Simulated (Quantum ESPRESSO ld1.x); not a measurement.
Values are calculated unless marked as measured or tabulated.
Species: Er3+. Configuration: [Xe] 4f10.75 6p0.25 (fractional occupations, a model configuration). Level of theory: scalar-relativistic Kohn-Sham, LDA (Slater exchange, Perdew-Wang correlation), spin-polarised, spherical densities, point nucleus; open shells are filled with parallel spins first (ld1.x of Quantum ESPRESSO 7.5). Some entries of the table are withheld. Estimate them.

orbital,occ.,eigenvalue (eV),<r> (bohr)
1s up,1,-57361.3,0.02038
1s down,1,-57361.3,0.02038
2s up,1,-9667.98,0.08652
2s down,1,-9667.91,0.08651
2p up,3,-8558.32,0.07674
2p down,3,-8558.26,0.07674
3s up,1,-2195.42,0.2256
3s down,1,-2193.91,0.2255
3p up,3,-1857.92,0.2247
3p down,3,-1856.42,0.2246
3d up,5,-1434.52,0.2039
3d down,5,-1433.35,0.2038
4s up,1,-463.272,0.5078
4s down,1,-460.256,0.5079
4p up,3,-352.042,0.5384
4p down,3,-349.084,0.5386
4d up,5,-203.021,0.5815
4d down,5,-200.144,0.5822
5s up,1,(1),1.219
5s down,1,(2),1.226
5p up,3,-57.9795,(3)
5p down,3,-56.9668,(4)
4f up,7,-39.8298,0.7504
4f down,3.75,-37.2573,0.7637
6p up,0.25,-18.9617,(5)
6p down,0,-18.4471,(6)

Answer. 
(1) 5s up eigenvalue (eV): -85.0383
(2) 5s down eigenvalue (eV): -83.6868
(3) 5p up <r> (bohr): 1.417
(4) 5p down <r> (bohr): 1.427
(5) 6p up <r> (bohr): 3.495
(6) 6p down <r> (bohr): 3.520
